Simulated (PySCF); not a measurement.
A species of formula C10H12O has this rotational fingerprint, computed with PySCF 2.14.0, PBE0-D3(BJ)/def2-SVP geometry optimisation, gas phase:

- Rotational constants: A = 2903, B = 547.1, C = 464.3 MHz
- Dipole components: |μa| = 1.08 D, |μb| = 2.50 D, |μc| = 0.00 D
- Inertial defect: -9.38 u·Å²
- κ: -0.93

Question: Which candidate fits, each taken in the one conformer that was computed?
A. `[CH3:1][CH:2]([CH3:3])[C:4](=[O:5])[c:6]1[cH:7][cH:8][cH:9][cH:10][cH:11]1` with C1–C2–C4–O5 -22°, C2–C4–C6–C7 173°
B. `[CH2:1]=[C:2]([CH3:3])[c:4]1[cH:5][cH:6][c:7]([O:8][CH3:9])[cH:10][cH:11]1` with C1–C2–C4–C5 25°, C6–C7–O8–C9 -1° (p-isopropenylanisole)
C. `[CH3:1][CH2:2][CH2:3][C:4](=[O:5])[c:6]1[cH:7][cH:8][cH:9][cH:10][cH:11]1` with C1–C2–C3–C4 180°, C2–C3–C4–O5 0°, C3–C4–C6–C7 -179°
D. `[CH3:1][CH2:2][c:3]1[cH:4][cH:5][c:6]([C:7]([CH3:8])=[O:9])[cH:10][cH:11]1` with C1–C2–C3–C4 -92°, C5–C6–C7–C8 1°

Answer: C. It is CCCC(=O)c1ccccc1, a near-prolate asymmetric top, point group Cs. The candidates at the same level (rigid rotor, commonest isotopes):

```json
{"SMILES": "C=C(C)c1ccc(OC)cc1", "A (MHz)": "3266", "B (MHz)": "570.6", "C (MHz)": "494.5", "μa (D)": "0.97", "μb (D)": "0.75", "μc (D)": "0.26", "Δ (u·Å²)": "-18.55", "point group": "C1", "rotor": "near-prolate asymmetric top"}
{"SMILES": "CC(C)C(=O)c1ccccc1", "A (MHz)": "2448", "B (MHz)": "689.0", "C (MHz)": "584.1", "μa (D)": "1.26", "μb (D)": "2.47", "μc (D)": "0.13", "Δ (u·Å²)": "-74.80", "point group": "C1", "rotor": "asymmetric top"}
{"SMILES": "CCc1ccc(C(C)=O)cc1", "A (MHz)": "3082", "B (MHz)": "558.6", "C (MHz)": "497.3", "μa (D)": "2.43", "μb (D)": "2.28", "μc (D)": "0.10", "Δ (u·Å²)": "-52.48", "point group": "C1", "rotor": "near-prolate asymmetric top"}
{"SMILES": "CCCC(=O)c1ccccc1", "A (MHz)": "2903", "B (MHz)": "547.1", "C (MHz)": "464.3", "μa (D)": "1.08", "μb (D)": "2.50", "μc (D)": "0.00", "Δ (u·Å²)": "-9.38", "point group": "Cs", "rotor": "near-prolate asymmetric top"}
```

`CC(C)C(=O)c1ccccc1` has B 26 % too high; `CCc1ccc(C(C)=O)cc1` has C 7 % too high; `C=C(C)c1ccc(OC)cc1` has A 13 % too high. In the right answer the mirror of this Cs structure is the ab plane, so μc vanishes by symmetry (the 0.01 D computed is a residue). No structure here is proved a minimum.
